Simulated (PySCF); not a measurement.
Si(H)2(Me)(vinyl) (C3H8Si), SMILES C=C[SiH2]C.

Geometry: B3LYP-D3(BJ)/def2-SVP. Other conformers were not sampled.

These are B3LYP-D3(BJ)/def2-SVP (PySCF) values and carry that method's errors.

Frequencies are harmonic and unscaled.

Computed vibrational spectrum:
| mode | ν (cm⁻¹) | IR (km/mol) | moving atoms (share of kinetic energy) |
|---|---|---|---|
| 1 | 79 | 0.1 | C 55 %, H 37 %, Si 8 % |
| 2 | 162 | 0.1 | H 90 % |
| 3 | 191 | 0.4 | H 49 %, C 34 %, Si 18 % |
| 4 | 288 | 0.4 | C 49 %, H 43 % |
| 5 | 481 | 5.3 | H 78 %, C 18 % |
| 6 | 510 | 14.7 | H 81 %, C 14 % |
| 7 | 625 | 8.9 | C 42 %, H 41 %, Si 17 % |
| 8 | 697 | 14.8 | H 39 %, C 36 %, Si 25 % |
| 9 | 734 | 22.2 | H 59 %, C 26 %, Si 14 % |
| 10 | 764 | 66.2 | H 68 %, C 20 %, Si 12 % |
| 11 | 887 | 31.5 | H 79 %, C 17 % |
| 12 | 912 | 256.5 | H 79 %, Si 12 %, C 9 % |
| 13 | 952 | 95.5 | H 95 % |
| 14 | 986 | 30.8 | H 73 %, C 27 % |
| 15 | 1017 | 9.6 | H 82 %, C 16 % |
| 16 | 1042 | 7.4 | H 92 %, C 8 % |
| 17 | 1269 | 14.3 | H 79 %, C 21 % |
| 18 | 1279 | 0.2 | H 73 %, C 27 % |
| 19 | 1422 | 13.0 | H 83 %, C 17 % |
| 20 | 1436 | 3.1 | H 96 % |
| 21 | 1437 | 2.0 | H 96 % |
| 22 | 1669 | 6.9 | C 85 %, H 15 % |
| 23 | 2196 | 141.3 | H 97 % |
| 24 | 2207 | 110.7 | H 97 % |
| 25 | 3030 | 5.1 | H 97 % |
| 26 | 3106 | 14.9 | H 94 % |
| 27 | 3117 | 6.2 | H 92 % |
| 28 | 3121 | 7.5 | H 91 %, C 9 % |
| 29 | 3125 | 6.0 | H 91 %, C 9 % |
| 30 | 3199 | 11.6 | H 89 %, C 11 % |
